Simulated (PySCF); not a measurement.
# Excitation energy of Bi²⁺ by level of theory

Bi²⁺ [Xe] 4f14 5d10 6s2 6p1 (2P) → Bi²⁺ [Xe] 4f14 5d10 6s1 6p2 (4P), as a difference of total energies. Calculation: PySCF 2.14, in def2-QZVPP with the def2 core potential (60 electrons) (7s6p4d4f1g, 82 functions); scalar relativity through the core potential. Correlated levels: valence: 5s2 5p6 5d10 frozen. The calculations carry no spin-orbit coupling.

```
           method  excitation energy (eV)
              UHF                   7.784
    MP2 (valence)                   8.430
SCS-MP2 (valence)                   8.674
   CCSD (valence)                   8.576
CCSD(T) (valence)                   8.586
```

Problem. How much does correlation contribute at CCSD(T) (valence)?

Solution. 8.586 − (7.784) = 0.802 eV, measured against UHF.

Spin-orbit coupling is strong in these open shells (close to jj coupling). The scalar numbers leave it out and a first-order estimate fails, so it can dominate the gap to the real levels.
